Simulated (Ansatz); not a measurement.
Ansatz (a program for electronic structure) input for C2H7IOSi, SMILES C[Si](O)(C)I, PBE0-D3(BJ)/def2-SVP. 

Ansatz 0.2 input:
```yaml
crystal:
  periodic: [false, false, false]
  atoms:
    - {symbol: C, position_ang: [-1.86648396, -0.76569751, 1.57443107]}
    - {symbol: Si, position_ang: [-1.22896085, 0.07173350, 0.00000000]}
    - {symbol: C, position_ang: [-1.86648396, -0.76569750, -1.57443108]}
    - {symbol: O, position_ang: [-1.47456842, 1.67781126, 0.00000000]}
    - {symbol: I, position_ang: [1.23998588, -0.03163646, -0.00000000]}
    - {symbol: H, position_ang: [-2.95232788, -0.75840309, 1.62131740]}
    - {symbol: H, position_ang: [-1.49345691, -0.25813762, 2.45974612]}
    - {symbol: H, position_ang: [-1.54344204, -1.80036492, 1.62920400]}
    - {symbol: H, position_ang: [-1.49345692, -0.25813761, -2.45974613]}
    - {symbol: H, position_ang: [-1.54344204, -1.80036492, -1.62920401]}
    - {symbol: H, position_ang: [-2.95232788, -0.75840309, -1.62131741]}
    - {symbol: H, position_ang: [-2.34099141, 2.07215438, 0.00000001]}
basis:
  gaussian:
    orbitals: def2-SVP
hamiltonian:
  xc: pbe0
  dispersion: d3bj
relax: {f_tol: 0.002, max_steps: 200}
```

Log of the run:

```
WARN ansatz: RAYON_NUM_THREADS=1 ignored (pool sized by the plan → 1); use --threads N
Functional definition: PBE0
integrals: 0.09 GiB planned
1393 factors; integrals over basis functions are off by at most 3.7e-4 eV
mean field: 0.65 GiB planned
mean field evaluation 1: about -20193.2846 eV, gradient 6.9e1 eV
mean field evaluation 2: about -20189.2768 eV, gradient 8.1e1 eV
mean field evaluation 4: about -20203.2220 eV, gradient 2.4e0 eV
mean field evaluation 8: about -20203.2420 eV, gradient 1.3e-1 eV
mean field evaluation 16: about -20203.2421 eV, gradient 3.4e-5 eV
mean field -20203.24209845 eV, -742.4554528686 hartree, gradient 3.4e-5 eV, S^2 0.000000; 0 other end points of the search recorded, 0 dependent functions left out
the calculation of the forces begins
reference -20203.24212660 eV, -742.4554539032 hartree; 33, 33 occupied and 88, 88 virtual orbitals, 1393 factors
relax step   1: F+E_penalty+E_count = -20203.52229585 eV  Δ(F+E_penalty+E_count) = +0.000e0 eV  max|allowed force component| = 1.452e0 eV/Å  Δτ_max = 0.0000 Å  (28 SCF iters, accepted)
these checks for a lower state are left out or cut short: starts, cluster_reference, orbital_swaps, neighbouring_geometries, increment
integrals: 0.09 GiB planned
1393 factors; integrals over basis functions are off by at most 4.0e-4 eV
mean field: 0.65 GiB planned
mean field -20203.28835451 eV, -742.4571527474 hartree, gradient 1.3e-5 eV, S^2 0.000000; 0 other end points of the search recorded, 0 dependent functions left out
the calculation of the forces begins
reference -20203.28838230 eV, -742.4571537689 hartree; 33, 33 occupied and 88, 88 virtual orbitals, 1393 factors
relax step   2: F+E_penalty+E_count = -20203.57130482 eV  Δ(F+E_penalty+E_count) = -4.901e-2 eV  max|allowed force component| = 9.637e-1 eV/Å  Δτ_max = 0.1615 Å  (30 SCF iters, accepted)
these checks for a lower state are left out or cut short: starts, cluster_reference, orbital_swaps, neighbouring_geometries, increment
integrals: 0.09 GiB planned
1393 factors; integrals over basis functions are off by at most 4.0e-4 eV
mean field: 0.65 GiB planned
mean field evaluation 32: about -20203.3102 eV, gradient 2.3e-5 eV
mean field -20203.31024509 eV, -742.4579572114 hartree, gradient 2.3e-5 eV, S^2 0.000000; 0 other end points of the search recorded, 0 dependent functions left out
the calculation of the forces begins
reference -20203.31027294 eV, -742.4579582350 hartree; 33, 33 occupied and 88, 88 virtual orbitals, 1393 factors
relax step   3: F+E_penalty+E_count = -20203.59294706 eV  Δ(F+E_penalty+E_count) = -2.164e-2 eV  max|allowed force component| = 5.547e-1 eV/Å  Δτ_max = 0.0581 Å  (30 SCF iters, accepted)
these checks for a lower state are left out or cut short: starts, cluster_reference, orbital_swaps, neighbouring_geometries, increment
integrals: 0.09 GiB planned
1393 factors; integrals over basis functions are off by at most 4.0e-4 eV
mean field: 0.65 GiB planned
mean field -20203.31935545 eV, -742.4582920110 hartree, gradient 2.5e-5 eV, S^2 0.000000; 0 other end points of the search recorded, 0 dependent functions left out
the calculation of the forces begins
reference -20203.31938326 eV, -742.4582930331 hartree; 33, 33 occupied and 88, 88 virtual orbitals, 1393 factors
relax step   4: F+E_penalty+E_count = -20203.60206579 eV  Δ(F+E_penalty+E_count) = -9.119e-3 eV  max|allowed force component| = 2.246e-1 eV/Å  Δτ_max = 0.0891 Å  (30 SCF iters, accepted)
these checks for a lower state are left out or cut short: starts, cluster_reference, orbital_swaps, neighbouring_geometries, increment
integrals: 0.09 GiB planned
1393 factors; integrals over basis functions are off by at most 3.9e-4 eV
mean field: 0.65 GiB planned
mean field -20203.29554682 eV, -742.4574170600 hartree, gradient 2.2e-5 eV, S^2 0.000000; 0 other end points of the search recorded, 0 dependent functions left out
the calculation of the forces begins
reference -20203.29557452 eV, -742.4574180780 hartree; 33, 33 occupied and 88, 88 virtual orbitals, 1393 factors
relax step   5: F+E_penalty+E_count = -20203.57891840 eV  Δ(F+E_penalty+E_count) = +2.315e-2 eV  max|allowed force component| = 9.310e-1 eV/Å  Δτ_max = 0.0541 Å  (30 SCF iters, rejected (line search))
these checks for a lower state are left out or cut short: starts, cluster_reference, orbital_swaps, neighbouring_geometries, increment
integrals: 0.09 GiB planned
1393 factors; integrals over basis functions are off by at most 4.0e-4 eV
mean field: 0.65 GiB planned
mean field -20203.32358877 eV, -742.4584475826 hartree, gradient 2.2e-5 eV, S^2 0.000000; 0 other end points of the search recorded, 0 dependent functions left out
the calculation of the forces begins
reference -20203.32361649 eV, -742.4584486015 hartree; 33, 33 occupied and 88, 88 virtual orbitals, 1393 factors
relax step   6: F+E_penalty+E_count = -20203.60652145 eV  Δ(F+E_penalty+E_count) = -4.456e-3 eV  max|allowed force component| = 5.225e-2 eV/Å  Δτ_max = 0.0270 Å  (32 SCF iters, accepted)
these checks for a lower state are left out or cut short: starts, cluster_reference, orbital_swaps, neighbouring_geometries, increment
integrals: 0.09 GiB planned
1393 factors; integrals over basis functions are off by at most 4.0e-4 eV
mean field: 0.65 GiB planned
mean field evaluation 64: about -20203.3240 eV, gradient 2.3e-5 eV
mean field -20203.32395742 eV, -742.4584611304 hartree, gradient 2.3e-5 eV, S^2 0.000000; 0 other end points of the search recorded, 0 dependent functions left out
the calculation of the forces begins
reference -20203.32398512 eV, -742.4584621483 hartree; 33, 33 occupied and 88, 88 virtual orbitals, 1393 factors
relax step   7: F+E_penalty+E_count = -20203.60688732 eV  Δ(F+E_penalty+E_count) = -3.659e-4 eV  max|allowed force component| = 6.186e-3 eV/Å  Δτ_max = 0.0143 Å  (32 SCF iters, accepted)
these checks for a lower state are left out or cut short: starts, cluster_reference, orbital_swaps, neighbouring_geometries, increment
integrals: 0.09 GiB planned
1393 factors; integrals over basis functions are off by at most 4.0e-4 eV
mean field: 0.65 GiB planned
mean field -20203.32393805 eV, -742.4584604184 hartree, gradient 7.6e-5 eV, S^2 0.000000; 0 other end points of the search recorded, 0 dependent functions left out
the calculation of the forces begins
reference -20203.32396574 eV, -742.4584614362 hartree; 33, 33 occupied and 88, 88 virtual orbitals, 1393 factors
relax step   8: F+E_penalty+E_count = -20203.60690412 eV  Δ(F+E_penalty+E_count) = -1.680e-5 eV  max|allowed force component| = 9.477e-4 eV/Å  Δτ_max = 0.0036 Å  (22 SCF iters, accepted)
integrals: 0.09 GiB planned
1393 factors; integrals over basis functions are off by at most 4.0e-4 eV
mean field: 0.65 GiB planned
mean field -20203.32393805 eV, -742.4584604184 hartree, gradient 7.6e-5 eV, S^2 0.000000; 1 other end points of the search recorded, 0 dependent functions left out
the calculation of the forces begins
reference -20203.32396574 eV, -742.4584614362 hartree; 33, 33 occupied and 88, 88 virtual orbitals, 1393 factors
Total energy: -20203.60693182 eV, -742.4688602477 hartree
Atom 0 at    -1.847559    -0.751361     1.549493 Å, force    -0.000485    -0.000045    -0.000404 eV/Å
Atom 1 at    -1.209319     0.070185     0.000000 Å, force     0.000064     0.000495     0.000000 eV/Å
Atom 2 at    -1.847559    -0.751361    -1.549493 Å, force    -0.000485    -0.000045     0.000404 eV/Å
Atom 3 at    -1.516735     1.707839     0.000000 Å, force     0.000948    -0.000322    -0.000000 eV/Å
Atom 4 at     1.242714    -0.088672     0.000000 Å, force    -0.000714    -0.000495    -0.000000 eV/Å
Atom 5 at    -2.948018    -0.691044     1.593145 Å, force     0.000047     0.000054     0.000053 eV/Å
Atom 6 at    -1.437213    -0.262261     2.445232 Å, force    -0.000151    -0.000069    -0.000045 eV/Å
Atom 7 at    -1.562720    -1.814194     1.573627 Å, force     0.000723     0.000255     0.000000 eV/Å
Atom 8 at    -1.437213    -0.262261    -2.445232 Å, force    -0.000151    -0.000069     0.000045 eV/Å
Atom 9 at    -1.562720    -1.814194    -1.573627 Å, force     0.000723     0.000255    -0.000000 eV/Å
Atom 10 at    -2.948018    -0.691044    -1.593145 Å, force     0.000047     0.000054    -0.000053 eV/Å
Atom 11 at    -2.441596     1.973224    -0.000000 Å, force    -0.000565    -0.000065    -0.000000 eV/Å
Dipole moment:    -0.743574    -0.145855    -0.000000 e Å
```

Self-consistency was reached.

Cost: very roughly 60 core-seconds.
